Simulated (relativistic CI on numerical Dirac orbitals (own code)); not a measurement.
**Zn4+: L2,3 absorption edge**

Computed with this model: Dirac-Coulomb-Breit CI, KLI orbitals optimised for each configuration, a model potential for QED, valence Slater integrals scaled by 0.8, multiplet model of core-to-valence dipole absorption; configurations [Ar] 3d8 → [He] 2s2 2p5 3s2 3p6 3d9; 80 K; Lorentzian 0.6 eV and Gaussian 0.3 eV FWHM. Energies are those of the free ion, without screening or charge transfer. The branching ratio is the share of the lower-energy edge in the whole absorption, uncertain by about 0.02 where the edges overlap. S is read from ⟨S²⟩ = S(S + 1).

Field parameters in Wybourne normalisation: D3d B²₀ = −7Dσ, B⁴₀ = −14Dq − 21Dτ, B⁴₃ = −14√(10/7) Dq; D4h B²₀ = −7Ds, B⁴₀ = 21(Dq − Dt), B⁴₄ = 21√(5/14) Dq; Oh B⁴₀ = 21Dq, B⁴₄ = √(5/14) B⁴₀. The field is a parameter set, without covalency.

free ion: ground-state S = 1.00, centroid 1019.28 eV, branching ratio 0.938. Peaks (eV, height): 1016.8 (65), 1017.8 (100), 1020.3 (22), 1042.4 (11).

Oh, 10Dq = 23650 cm⁻¹: ground-state S = 1.00, centroid 1026.04 eV, branching ratio 0.738. Peaks (eV, height): 1019.2 (100), 1021.9 (20), 1042.9 (24), 1044.3 (23).

Oh, 10Dq = 25000 cm⁻¹: ground-state S = 1.00, centroid 1026.18 eV, branching ratio 0.736. Peaks (eV, height): 1019.3 (100), 1022.0 (20), 1043.0 (24), 1044.4 (23).

D4h, 10Dq = 37500, Ds = -1430, Dt = 900 cm⁻¹: ground-state S = 1.00, centroid 1026.89 eV, branching ratio 0.729. Peaks (eV, height): 1019.9 (100), 1022.6 (20), 1043.5 (25), 1045.0 (23).

Oh, 10Dq = 28050 cm⁻¹: ground-state S = 1.00, centroid 1026.49 eV, branching ratio 0.732. Peaks (eV, height): 1019.5 (100), 1022.2 (20), 1043.2 (25), 1044.6 (23).

D3d, 10Dq = 17200, Dσ = 330, Dτ = -320 cm⁻¹: ground-state S = 1.00, centroid 1025.11 eV, branching ratio 0.752. Peaks (eV, height): 1018.6 (100), 1020.1 (12), 1021.4 (26), 1042.2 (24), 1043.7 (25).

The statistical ratio of this edge is 2/3 = 0.667. Values above it arise where the holes sit mainly in the j = l + 1/2 valence subshell or the ground state has high spin; values below it where core-valence Coulomb terms move weight to the upper edge, as in nearly empty shells.

Strongest unbroadened transitions for Oh, 10Dq = 23650 cm⁻¹:

| Energy (eV) | Relative strength |
| --- | --- |
| 1019.01 | 31.9 |
| 1019.07 | 18.1 |
| 1019.09 | 42.7 |
| 1019.22 | 100.0 |
| 1019.39 | 52.6 |
| 1021.61 | 3.9 |
| 1021.86 | 28.9 |
| 1022.24 | 14.4 |
| 1022.39 | 3.5 |
| 1022.95 | 1.1 |
| 1024.21 | 5.0 |
| 1042.80 | 35.9 |
| 1042.96 | 17.6 |
| 1044.30 | 49.8 |
| 1045.75 | 1.7 |
| 1045.85 | 1.6 |
| 1046.64 | 0.4 |
| 1047.63 | 0.6 |
